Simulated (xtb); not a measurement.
C4F5, doublet, from a rough starting geometry; GFN2-xTB in xtb.

Here is a job for xtb.
```
$ xtb mol.xyz --gfn 2 --uhf 1 --opt vtight --json

# file mol.xyz
9

F     -0.07834168     2.22047583     0.46251063
C      0.00374271     0.99022808     0.18470419
C      1.14176691     0.19747267    -0.10459016
F      2.37221577     0.50459314    -0.35184395
C      0.34216694    -0.94386677    -0.23005381
F      0.55868386    -2.24220235    -0.51557992
C     -0.96249490    -0.17294250     0.08838990
F     -1.55065920    -0.48821669     1.28419577
F     -1.89963445    -0.10379937    -0.81588729
```

The log (banner, timings and long lists left out):

```
   ID    Z sym.   atoms
    1    9 F      1, 4, 6, 8, 9
    2    6 C      2, 3, 5, 7

           -------------------------------------------------
          |                Calculation Setup                |
           -------------------------------------------------

           -------------------------------------------------
          |                 G F N 2 - x T B                 |
           -------------------------------------------------

          ...................................................
          :                      SETUP                      :
          :.................................................:
          :  # basis functions                  36          :
          :  # atomic orbitals                  36          :
          :  # shells                           18          :
          :  # electrons                        51          :
          :  max. iterations                   250          :
          :  Hamiltonian                  GFN2-xTB          :
          :  restarted?                      false          :
          :  GBSA solvation                  false          :
          :  PC potential                    false          :
          :  electronic temp.          300.0000000     K    :
          :  accuracy                    1.0000000          :
          :  -> integral cutoff          0.2500000E+02      :
          :  -> integral neglect         0.1000000E-07      :
          :  -> SCF convergence          0.1000000E-05 Eh   :
          :  -> wf. convergence          0.1000000E-03 e    :
          :  Broyden damping             0.4000000          :
          :  net charge                          0          :
          :  unpaired electrons                  1          :
          ...................................................

 iter      E             dE          RMSdq      gap      omega  full diag
   1    -32.2113058 -0.322113E+02  0.495E+00    2.96       0.0  T
   2    -32.2273483 -0.160425E-01  0.280E+00    2.64       1.0  T
   3    -32.2197238  0.762452E-02  0.162E+00    2.94       1.0  T
   4    -32.2298600 -0.101362E-01  0.596E-01    2.77       1.0  T
   5    -32.2325328 -0.267288E-02  0.129E-01    2.75       1.0  T
   6    -32.2325788 -0.459822E-04  0.627E-02    2.77       1.0  T
   7    -32.2325933 -0.144853E-04  0.221E-02    2.76       1.5  T
   8    -32.2325937 -0.366587E-06  0.733E-03    2.76       4.5  T
   9    -32.2325938 -0.137267E-06  0.984E-04    2.76      33.9  T
  10    -32.2325938 -0.505643E-08  0.335E-04    2.76      99.6  T

   *** convergence criteria satisfied after 10 iterations ***

         :::::::::::::::::::::::::::::::::::::::::::::::::::::
         ::                     SUMMARY                     ::
         :::::::::::::::::::::::::::::::::::::::::::::::::::::
         :: total energy             -32.076118954570 Eh    ::
         :: gradient norm              0.107610792113 Eh/a0 ::
         :: HOMO-LUMO gap              2.762005347008 eV    ::
         ::.................................................::
         :: SCC energy               -32.232589898217 Eh    ::
         :: -> isotropic ES            0.044140025584 Eh    ::
         :: -> anisotropic ES          0.005198009002 Eh    ::
         :: -> anisotropic XC         -0.024880173300 Eh    ::
         :: -> dispersion             -0.005660553195 Eh    ::
         :: repulsion energy           0.156470943647 Eh    ::
         :: add. restraining           0.000000000000 Eh    ::
         :: total charge              -0.000000000000 e     ::
         :::::::::::::::::::::::::::::::::::::::::::::::::::::

      -----------------------------------------------------------
     |                   =====================                   |
     |                        A N C O P T                        |
     |                   =====================                   |
     |               Approximate Normal Coordinate               |
[...]
 * total energy  :   -32.0829496 Eh     change       -0.6830619E-02 Eh
 * total energy  :   -32.0844469 Eh     change       -0.1497356E-02 Eh
 * total energy  :   -32.0845906 Eh     change       -0.1436881E-03 Eh
 * total energy  :   -32.0846899 Eh     change       -0.9925318E-04 Eh
 * total energy  :   -32.0847079 Eh     change       -0.1798495E-04 Eh
 * total energy  :   -32.0847162 Eh     change       -0.8305725E-05 Eh
 * total energy  :   -32.0847199 Eh     change       -0.3755130E-05 Eh
 * total energy  :   -32.0847225 Eh     change       -0.2560486E-05 Eh
 * total energy  :   -32.0847232 Eh     change       -0.7187093E-06 Eh
 * total energy  :   -32.0847236 Eh     change       -0.4438891E-06 Eh
 * total energy  :   -32.0847238 Eh     change       -0.1889165E-06 Eh
 * total energy  :   -32.0847239 Eh     change       -0.8059560E-07 Eh
   *** GEOMETRY OPTIMIZATION CONVERGED AFTER 13 ITERATIONS ***
         :: total energy             -32.084723910642 Eh    ::
[...]
        21        2.0000           -0.5530030             -15.0480
        22        2.0000           -0.5449973             -14.8301
        23        2.0000           -0.5316837             -14.4678
        24        2.0000           -0.5056549             -13.7596
        25        2.0000           -0.5055098             -13.7556
        26        1.0000           -0.3997552             -10.8779 (HOMO)
        27                         -0.2883440              -7.8462 (LUMO)
        28                         -0.0858554              -2.3362
        29                         -0.0665925              -1.8121
        30                          0.0180581               0.4914
        31                          0.0317362               0.8636
        32                          0.0688008               1.8722
        33                          0.1221101               3.3228
        34                          0.1303772               3.5477
        35                          0.2572223               6.9994
        36                          0.6944127              18.8959
      -------------------------------------------------------------
                  HL-Gap            0.1114111 Eh            3.0317 eV
             Fermi-level           -0.3983410 Eh          -10.8394 eV

     #   Z          covCN         q      C6AA      α(0)
     1   9 F        0.784    -0.107    10.314     3.794
     2   6 C        3.155     0.107    25.366     8.236
     3   6 C        3.063     0.164    24.407     8.101
     4   9 F        0.785    -0.129    10.524     3.832
     5   6 C        3.155     0.107    25.366     8.236
     6   9 F        0.784    -0.107    10.314     3.794
     7   6 C        3.836     0.328    15.728     5.642
     8   9 F        0.787    -0.182    11.051     3.927
     9   9 F        0.787    -0.182    11.051     3.927

 Mol. C6AA /au·bohr⁶  :       1224.638967
 Mol. C8AA /au·bohr⁸  :      28276.952273
 Mol. α(0) /au        :         49.487581

Wiberg/Mayer (AO) data.
largest (>0.10) Wiberg bond orders for each atom

 ---------------------------------------------------------------------------
     #   Z sym  total        # sym  WBO       # sym  WBO       # sym  WBO
 ---------------------------------------------------------------------------
     1   9 F    1.251 --     2 C    1.082
     2   6 C    3.714 --     3 C    1.342     1 F    1.082     7 C    0.930
                             5 C    0.184
     3   6 C    3.911 --     5 C    1.342     2 C    1.342     4 F    1.035
     4   9 F    1.209 --     3 C    1.035
     5   6 C    3.714 --     3 C    1.342     6 F    1.082     7 C    0.930
                             2 C    0.184
     6   9 F    1.251 --     5 C    1.082
     7   6 C    3.881 --     8 F    0.960     9 F    0.960     2 C    0.930
                             5 C    0.930
     8   9 F    1.093 --     7 C    0.960
     9   9 F    1.093 --     7 C    0.960
 ---------------------------------------------------------------------------

Topologies differ in total number of bonds
Writing topology from bond orders to xtbtopo.mol

molecular dipole:
                 x           y           z       tot (Debye)
 q only:        0.357       0.065      -0.048
   full:        0.414       0.076      -0.056       1.079
molecular quadrupole (traceless):
                xx          xy          yy          xz          yz          zz
 q only:       -2.323      -0.503      -0.106       0.745      -0.447       2.429
  q+dip:       -2.864      -0.615      -0.178       0.929      -0.575       3.042
   full:       -3.188      -0.615      -0.754       1.152      -0.875       3.942

optimized geometry written to: xtbopt.xyz

           -------------------------------------------------
          | TOTAL ENERGY              -32.084723910642 Eh   |
          | GRADIENT NORM               0.000131128062 Eh/α |
          | HOMO-LUMO GAP               3.031650724910 eV   |
           -------------------------------------------------
```
